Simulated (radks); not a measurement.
Removal energies from neutral holmium, [Xe] 4f11 6s2, by Delta-SCF beside the eigenvalue of the level emptied. Method: scalar-relativistic Kohn-Sham, BLYP, spin-polarised, spherical densities, finite nucleus; Fermi nuclear charge, rms radius of each element as measured or else 0.836 A^(1/3) + 0.57 fm; computed with a radial shooting solver on a logarithmic mesh with Libxc functionals. Open shells are filled with parallel spins first.

| removed from | final configuration | Delta-SCF (eV) | -eigenvalue (eV) |
|---|---|---|---|
| 6s | [Xe] 4f11 6s1 | 6.090 | 3.635 |
| 4f | [Xe] 4f10 6s2 | 8.606 | 1.719 |
| 5p | [Kr] 4d10 4f11 5s2 5p5 6s2 | 30.308 | 25.175 |
| 5s | [Kr] 4d10 4f11 5s1 5p6 6s2 | 55.152 | 49.478 |
